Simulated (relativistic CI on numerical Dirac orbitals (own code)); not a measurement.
# La XXIX: q coefficients and field-shift factors

Calculated at this level of theory: Dirac-Coulomb-Breit CI, orbitals from a KLI potential per configuration, derivatives by finite differences, unscaled Slater integrals, QED left out (own radial code, finite nucleus).

Configurations in the expansion (outside the closed core [Ar] 3d10): 4s, 4p, 4d, 4f, 5s, 5p, 5d, 5f. Levels of other configurations are missing.

With x = (α/α₀)² − 1 an excitation energy changes as ω = ω₀ + qx; K = 2q/ω₀ is the relative enhancement. Terms are leading LS components, so labels can repeat. The field-shift factor is F = δν/δ⟨r²⟩ for the transition from the lowest level.

Lowest level 4s 2S_1/2.

```csv
Level,ω₀ (cm⁻¹),q (cm⁻¹),K,F (GHz/fm²)
4p 2P°_1/2,481383,42710,0.177,-313
4p 2P°_3/2,680206,263700,0.775,-322
4d 2D_3/2,1451309,280200,0.386,-320
4d 2D_5/2,1491388,320800,0.43,-319
4f 2F°_5/2,2314379,314700,0.272,-313
4f 2F°_7/2,2320796,320900,0.277,-313
5s 2S_1/2,3457503,169100,0.0978,-170
5p 2P°_1/2,3684343,186700,0.101,-310
5p 2P°_3/2,3774732,286600,0.152,-314
5d 2D_3/2,4132852,294000,0.142,-313
5d 2D_5/2,4151758,313100,0.151,-313
5f 2F°_5/2,4511559,310900,0.138,-310
5f 2F°_7/2,4515717,315000,0.14,-310
```

At this charge energies of transitions that change n are usually good to better than 1 %, and those within a shell (Δn = 0) to a few per cent.
